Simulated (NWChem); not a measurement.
Everything below was run with NWChem. System: IIn, charge 0, spin multiplicity 1, at a geometry optimised with PBE/def2-SVP with def2 effective core potentials on In, I. The structure started from a generated list of species. Level: CCSD(T)/def2-TZVP with def2 effective core potentials on In, I, 8 core orbitals frozen.

Input file:

```
start mol
memory heap 100 mb stack 700 mb global 1900 mb
geometry units angstroms nocenter noautoz
  In     0.000000     0.000000    -1.460991
  I      0.000000     0.000000     1.350727
  symmetry group C2v
end
basis spherical
  * library def2-tzvp
end
ecp
  In library def2-ecp
  I library def2-ecp
end
scf
  rhf
  nopen 0
  maxiter 100
  thresh 1e-7
  semidirect memsize 60000000 filesize 0
end
tce
  freeze core 8
  ccsd(t)
  2eorb
  2emet 13
  thresh 1e-6
  maxiter 100
  tilesize 24
end
task tce energy
```

NWChem printed:

```
             Northwest Computational Chemistry Package (NWChem) 7.3.0
             --------------------------------------------------------

                                NWChem Input Module
                                -------------------

 Scaling coordinates for geometry "geometry" by  1.889725989
 (inverse scale =  0.529177249)

 Turning off AUTOSYM since
 SYMMETRY directive was detected!

                             Geometry "geometry" -> ""
                             -------------------------

 Output coordinates in angstroms (scale by  1.889725989 to convert to a.u.)

  No.       Tag          Charge          X              Y              Z
 ---- ---------------- ---------- -------------- -------------- --------------
    1 In                  49.0000     0.00000000     0.00000000    -1.46099100
    2 I                   53.0000     0.00000000     0.00000000     1.35072700

 Effective nuclear repulsion energy (a.u.)     488.7664110171

            Nuclear Dipole moment (a.u.)
            ----------------------------
        X                 Y               Z
 ---------------- ---------------- ----------------
     0.0000000000     0.0000000000    -0.0000529123

      Symmetry information
      --------------------

 Group name             C2v
 Group number             16
 Group order               4
 No. of unique centers     2

      Symmetry unique atoms

     1    2


 Summary of "ao basis" -> "" (spherical)
 ------------------------------------------------------------------------------
       Tag                 Description            Shells   Functions and Types
 ---------------- ------------------------------  ------  ---------------------
 *                         def2-tzvp                  on all atoms

 Summary of "ao basis" -> "ao basis" (spherical)
 ------------------------------------------------------------------------------
       Tag                 Description            Shells   Functions and Types
 ---------------- ------------------------------  ------  ---------------------
 In                        def2-tzvp                16       50   6s5p3d2f
 I                         def2-tzvp                16       50   6s5p3d2f

                                 NWChem SCF Module
                                 -----------------

  ao basis        = "ao basis"
  functions       =   100
  atoms           =     2
  closed shells   =    23
  open shells     =     0
  charge          =   0.00
  wavefunction    = RHF
  use symmetry    = T
  symmetry adapt  = T

 Summary of "ao basis" -> "ao basis" (spherical)
 ------------------------------------------------------------------------------
       Tag                 Description            Shells   Functions and Types
 ---------------- ------------------------------  ------  ---------------------
 In                        def2-tzvp                16       50   6s5p3d2f
 I                         def2-tzvp                16       50   6s5p3d2f

      Symmetry analysis of basis
      --------------------------

        a1         42
        a2         10
        b1         24
        b2         24

 Forming initial guess at       0.2s

      Superposition of Atomic Density Guess
      -------------------------------------

 Sum of atomic energies:        -565.22125140

      Non-variational initial energy
      ------------------------------

 Total energy =    -485.864391
 1-e energy   =   -1049.664017
 2-e energy   =     464.992400
 HOMO         =      -0.266133
 LUMO         =      -0.004837

      Symmetry analysis of molecular orbitals - initial
      -------------------------------------------------

 !! scf_movecs_sym_adapt:   68 vectors were symmetry contaminated

  Symmetry fudging

 !! scf_movecs_sym_adapt:   52 vectors were symmetry contaminated

  Numbering of irreducible representations:

     1 a1          2 a2          3 b1          4 b2

  Orbital symmetries:

     1 a1          2 a1          3 b2          4 b1          5 a1
     6 a1          7 b2          8 b1          9 a1         10 b2
    11 b1         12 a1         13 a2         14 a1         15 b2
    16 b1         17 a2         18 a1         19 a1         20 a1
    21 b2         22 b1         23 a1         24 b2         25 b1
    26 a1         27 b2         28 b1         29 a1         30 a1
    31 a1         32 a1         33 a2

 Starting SCF solution at       3.3s

 ----------------------------------------------
         Quadratically convergent ROHF

 Convergence threshold     :          1.000E-07
 Maximum no. of iterations :          100
 Final Fock-matrix accuracy:          1.000E-09
 ----------------------------------------------

              iter       energy          gnorm     gmax       time
             ----- ------------------- --------- --------- --------
                 1     -485.9377770451  4.29D-01  1.52D-01      3.3
                 2     -485.9627214508  1.74D-01  3.37D-02      3.4
                 3     -485.9649683683  1.55D-02  3.48D-03      3.5
                 4     -485.9650160183  1.80D-04  6.92D-05      3.7
                 5     -485.9650160266  1.29D-08  4.06D-09      4.1

       Final RHF  results
       ------------------

         Total SCF energy =   -485.965016026585
      One-electron energy =  -1050.680181555508
      Two-electron energy =    465.907939582067
 Nuclear repulsion energy =     98.807225946856

        Time for solution =      0.8s

       Symmetry analysis of molecular orbitals - final
       -----------------------------------------------

  Numbering of irreducible representations:

     1 a1          2 a2          3 b1          4 b2

  Orbital symmetries:

     1 a1          2 a1          3 b1          4 b2          5 a1
     6 b2          7 b1          8 a1          9 a1         10 b2
    11 b1         12 a2         13 a1         14 a2         15 a1
    16 a1         17 b1         18 b2         19 a1         20 a1
    21 b2         22 b1         23 a1         24 b2         25 b1
    26 a1         27 b2         28 b1         29 a1         30 a1
    31 a1         32 a1         33 a2

             Final eigenvalues
             -----------------

              1
    1   -7.6936
    2   -5.5432
    3   -5.5410
    4   -5.5410
    5   -5.4070
    6   -3.6616
    7   -3.6616
    8   -3.6567
    9   -2.2378
   10   -2.2366
   11   -2.2366
   12   -2.2340
   13   -2.2340
   14   -1.0476
   15   -1.0476
   16   -1.0445
   17   -1.0424
   18   -1.0424
   19   -0.8447
   20   -0.4625
   21   -0.3489
   22   -0.3489
   23   -0.3180
   24    0.0084
   25    0.0084
   26    0.0611
   27    0.1341
   28    0.1341
   29    0.1634
   30    0.2227
   31    0.2392
   32    0.2437
   33    0.2437

                       ROHF Final Molecular Orbital Analysis
                       -------------------------------------

 Vector   21  Occ=2.000000D+00  E=-3.489045D-01  Symmetry=b2
              MO Center= -3.4D-30,  4.5D-16,  1.2D+00, r^2= 2.3D+00
   Bfn.  Coefficient  Atom+Function         Bfn.  Coefficient  Atom+Function
  ----- ------------  ---------------      ----- ------------  ---------------
    67      0.539429  2 I  py                61     -0.433261  2 I  py
    64      0.331868  2 I  py                70      0.284514  2 I  py

 Vector   22  Occ=2.000000D+00  E=-3.489045D-01  Symmetry=b1
              MO Center=  6.5D-16, -1.1D-30,  1.2D+00, r^2= 2.3D+00
   Bfn.  Coefficient  Atom+Function         Bfn.  Coefficient  Atom+Function
  ----- ------------  ---------------      ----- ------------  ---------------
    66      0.539429  2 I  px                60     -0.433261  2 I  px
    63      0.331868  2 I  px                69      0.284514  2 I  px

 Vector   23  Occ=2.000000D+00  E=-3.180355D-01  Symmetry=a1
              MO Center= -8.8D-16, -1.7D-15, -4.9D-01, r^2= 5.4D+00
   Bfn.  Coefficient  Atom+Function         Bfn.  Coefficient  Atom+Function
  ----- ------------  ---------------      ----- ------------  ---------------
     6      0.427237  1 In s                  5      0.413964  1 In s
     2      0.407309  1 In s                 68      0.406988  2 I  pz
    62     -0.321459  2 I  pz                 1     -0.299864  1 In s
     3     -0.241402  1 In s                 65      0.242490  2 I  pz
    71      0.221034  2 I  pz                18     -0.190993  1 In pz

 Vector   24  Occ=0.000000D+00  E= 8.382296D-03  Symmetry=b2
              MO Center=  7.3D-30,  3.5D-15, -1.5D+00, r^2= 7.2D+00
   Bfn.  Coefficient  Atom+Function         Bfn.  Coefficient  Atom+Function
  ----- ------------  ---------------      ----- ------------  ---------------
    20      0.696324  1 In py                17      0.304241  1 In py
    70     -0.250833  2 I  py                11     -0.223564  1 In py
    14      0.215012  1 In py

 Vector   25  Occ=0.000000D+00  E= 8.382296D-03  Symmetry=b1
              MO Center= -1.7D-16, -4.1D-30, -1.5D+00, r^2= 7.2D+00
   Bfn.  Coefficient  Atom+Function         Bfn.  Coefficient  Atom+Function
  ----- ------------  ---------------      ----- ------------  ---------------
    19      0.696324  1 In px                16      0.304241  1 In px
    69     -0.250833  2 I  px                10     -0.223564  1 In px
    13      0.215012  1 In px

 Vector   26  Occ=0.000000D+00  E= 6.111323D-02  Symmetry=a1
              MO Center=  2.0D-14,  1.1D-14, -1.9D+00, r^2= 1.1D+01
   Bfn.  Coefficient  Atom+Function         Bfn.  Coefficient  Atom+Function
  ----- ------------  ---------------      ----- ------------  ---------------
    21      1.178111  1 In pz                56     -0.503075  2 I  s
     5      0.249022  1 In s                 71      0.208445  2 I  pz
    15      0.189163  1 In pz                 2      0.172143  1 In s
    18     -0.164644  1 In pz

 center of mass
 --------------
 x =   0.00000000 y =   0.00000000 z =   0.02761809

 moments of inertia (a.u.)
 ------------------
        1702.453785529283           0.000000000000           0.000000000000
           0.000000000000        1702.453785529283           0.000000000000
           0.000000000000           0.000000000000           0.000000000000

  Mulliken analysis of the total density
  --------------------------------------

    Atom       Charge   Shell Charges
 -----------   ------   -------------------------------------------------------
    1 In  21    20.49   0.40 -0.84  1.58  0.85  1.11  0.80 -0.41  6.37  0.21  0.30  0.04  8.94  1.04  0.08  0.01  0.00
    2 I   25    25.51   0.18 -0.77  1.58  1.01  1.06  0.89 -0.49  6.45  1.32  2.95  1.29  9.23  0.76  0.04  0.00  0.00

       Multipole analysis of the density wrt the origin
       ------------------------------------------------

     L   x y z        total         open         nuclear
     -   - - -        -----         ----         -------
     0   0 0 0     -0.000000      0.000000     46.000000

     1   1 0 0      0.000000      0.000000      0.000000
     1   0 1 0      0.000000      0.000000      0.000000
     1   0 0 1     -1.573737      0.000000      5.834272

     2   2 0 0    -36.965045      0.000000      0.000000
     2   1 1 0      0.000000      0.000000      0.000000
     2   1 0 1     -0.000000      0.000000      0.000000
     2   0 2 0    -36.965045      0.000000      0.000000
     2   0 1 1     -0.000000      0.000000      0.000000
     2   0 0 2    -39.339223      0.000000    322.952681

                   NWChem Extensible Many-Electron Theory Module
                   ---------------------------------------------


            General Information
            -------------------
      Number of processors :     1
         Wavefunction type : Restricted Hartree-Fock
          No. of electrons :    46
           Alpha electrons :    23
            Beta electrons :    23
           No. of orbitals :   200
            Alpha orbitals :   100
             Beta orbitals :   100
        Alpha frozen cores :     8
         Beta frozen cores :     8
     Alpha frozen virtuals :     0
      Beta frozen virtuals :     0
         Spin multiplicity : singlet
    Number of AO functions :   100
       Number of AO shells :    32
        Use of symmetry is : on
      Symmetry adaption is : on
         Schwarz screening : 0.10D-09

          Correlation Information
          -----------------------
          Calculation type : Coupled-cluster singles & doubles w/ perturbation
   Perturbative correction : (T)
            Max iterations :      100
        Residual threshold : 0.10D-05
     T(0) DIIS level shift : 0.00D+00
     L(0) DIIS level shift : 0.00D+00
     T(1) DIIS level shift : 0.00D+00
     L(1) DIIS level shift : 0.00D+00
     T(R) DIIS level shift : 0.00D+00
     T(I) DIIS level shift : 0.00D+00
   CC-T/L Amplitude update :  5-th order DIIS
                I/O scheme : Global Array Library
        L-threshold :  0.10D-05
        EOM-threshold :  0.10D-05
 no EOMCCSD initial starts read in
 TCE RESTART OPTIONS
 SLICE:      F
 D4D5:       F
 quantumc:   F
 qrotation:  F
 pwtce:      F
 qducc:      F
 nacto:                         0
 nrotv:                         0
 nrot:                          0

            Memory Information
            ------------------
          Available GA space size is     249026800 doubles
          Available MA space size is     104839380 doubles

 Maximum block size supplied by input
 Maximum block size        24 doubles

 tile_dim =     19

 -------------------------------------------------

 Global array virtual files algorithm will be used

 Parallel file system coherency ......... OK

 4-electron integrals stored in orbital form

 v2    file size   =          3884627
 4-index algorithm nr.  13 is used
 imaxsize =       30
 imaxsize ichop =        0


CCSD iterations
 ---------------------------------------------------------
 Iter          Residuum       Correlation     Cpu    Wall
 ---------------------------------------------------------
    1   0.2262864939653  -0.7577747889834     1.4     1.4
    2   0.0405943077605  -0.7080076267107     1.3     1.3
    3   0.0101312468659  -0.7221172391549     1.3     1.3
    4   0.0039217845947  -0.7213297668292     1.3     1.3
    5   0.0015180453922  -0.7220477889353     1.0     1.0
    6   0.0006295271235  -0.7222056490748     1.5     1.5
    7   0.0004113853791  -0.7222055442584     1.3     1.3
    8   0.0001562024289  -0.7222123835275     1.3     1.3
    9   0.0001321121327  -0.7222142450995     1.3     1.3
   10   0.0000591511935  -0.7222181609734     1.4     1.4
   11   0.0000150917288  -0.7222232647012     1.4     1.4
   12   0.0000075154603  -0.7222213517266     1.5     1.5
   13   0.0000039360938  -0.7222214486244     1.4     1.4
   14   0.0000025909630  -0.7222212826002     1.5     1.5
   15   0.0000014948621  -0.7222212604283     1.3     1.3
   16   0.0000003562435  -0.7222211899671     1.2     1.2
 -----------------------------------------------------------------
 Iterations converged
 CCSD correlation energy / hartree =        -0.722221189967091
 CCSD total energy / hartree       =      -486.687237216551807

 Singles contributions

 Doubles contributions
 CCSD(T)
 Using plain CCSD(T) code
             total no. of tasks          925
 total no. of tasks / no. procs          925
                         wl_min         4096           4.0
                         wl_max      1981168          11.2
        thresh for no. of tasks          925

 CCSD[T]  correction energy / hartree =        -0.019036506624598
 CCSD[T] correlation energy / hartree =        -0.741257696591689
 CCSD[T] total energy / hartree       =      -486.706273723176423
 CCSD(T)  correction energy / hartree =        -0.017959081765068
 CCSD(T) correlation energy / hartree =        -0.740180271732159
 CCSD(T) total energy / hartree       =      -486.705196298316878

 Task  times  cpu:       98.9s     wall:       98.9s

 Total times  cpu:       99.0s     wall:       99.0s
```
